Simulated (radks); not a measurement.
The numbers below are computed, except where a source is named.
Species: Pm45+. Configuration: [Ne] 3s2 3p4.

Level of theory: scalar-relativistic Kohn-Sham, PBE, spin-polarised, spherical densities, finite nucleus; open shells are filled with parallel spins first (spin-orbit coupling, left out, can overturn this in heavy ions); Fermi nuclear charge, rms radius 4.962 fm (a radial shooting solver on a logarithmic mesh with Libxc functionals).

Energy parts (hartree):
total: -8144.7451
kinetic: 8794.2306
electron-nucleus: -17822.3971
Hartree: 1014.0081
exchange-correlation: -130.5867

Orbitals (lengths in bohr, moments of r in powers of bohr; <r^-3> diverges for s and p1/2):
orbital	occ.	eigenvalue (hartree)	<r>	<r^4>	<r^2>	<r^-3>
1s up	1	-1761.566	0.02318	1.415e-06	0.0007314	-
1s down	1	-1761.360	0.02317	1.415e-06	0.0007313	-
2s up	1	-372.1142	0.09782	0.0002159	0.01127	-
2s down	1	-371.9709	0.09780	0.0002154	0.01126	-
2p up	3	-344.2861	0.08592	0.0001571	0.008979	9797
2p down	3	-344.0758	0.08592	0.0001569	0.008976	9792
3s up	1	-145.4497	0.2381	0.006076	0.06451	-
3s down	1	-144.8327	0.2383	0.006109	0.06465	-
3p up	3	-136.8933	0.2318	0.005814	0.06200	2527
3p down	1	-136.2735	0.2321	0.005848	0.06214	2524

The highest occupied level is 3p down at -3708.2 eV. For comparison, the ionisation energy in NIST's Atomic Spectra Database is 3718 eV (theoretical). In exact Kohn-Sham theory the highest level is minus the ionisation energy, but local and semilocal functionals leave it too shallow, through self-interaction and a potential that decays too fast; potentials with the right tail come closer. The electron density at the nucleus is 5.148e+05 e/bohr^3 (large components only). The spin density at the nucleus is -14.10 e/bohr^3 (1s -36.44, 2s 2.71, 3s 19.63). Spin moment in Bohr magnetons: 2. The density falls to 0.001 e/bohr^3 at r = 0.69 bohr.
